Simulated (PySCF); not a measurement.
**Ionisation energy of As by level of theory**

As [Ar] 3d10 4s2 4p3 (4S) → As⁺ [Ar] 3d10 4s2 4p2 (3P), as a difference of total energies. Calculation: PySCF 2.14, in cc-pVDZ-DK; scalar relativity by spin-free X2C-1e. Correlated levels: valence: [Ar] 3d10 frozen. The calculations carry no spin-orbit coupling.

```csv
method,ionisation energy (eV)
UHF,9.425
LDA,9.997
M06-2X,9.795
MP2 (valence),9.753
CCSD (valence),9.704
```

Problem. Estimate what CCSD(T) (valence) gives.

Solution. 9.707 eV, closest to CCSD (valence) among the rows shown.

Problem. Estimate what SCS-MP2 (valence) gives.

Solution. 9.636 eV, closest to CCSD (valence) among the rows shown.

Errors of the correlated levels include the incompleteness of this basis and the frozen core.

For comparison: 10.008 eV (measured; NIST levels, between the centres of gravity of the two terms).
